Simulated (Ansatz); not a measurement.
Frontier orbitals of H₈O₂Si₃, SMILES `[SiH3]O[SiH2]O[SiH3]`.

Charge 0, multiplicity 1. Geometry: relaxed with PBE0-D4/def2-TZVP. It is one conformer, not always the lowest. Basis def2-TZVPP, Ansatz.

Orbital energies of one run (eV). Highest occupied ones, from the top: -8.23, -8.52, -8.73, -9.00, -9.37, -10.51, -10.51, -10.84, -11.73, -11.88, -12.32, -13.42, -15.48, -16.66. Empty: -0.45, -0.13, 1.00, 1.13, 1.21, 1.21.

Which functional gave them?
A. LC-ωPBE
B. revPBE
C. HSE06 (plane-wave form)
D. r2SCAN0

C. HOMO energies: HSE06 -8.23, r2SCAN0 -8.87, revPBE -7.21, LC-ωPBE -11.38 eV.

LC-ωPBE has ω = 0.4 bohr⁻¹.
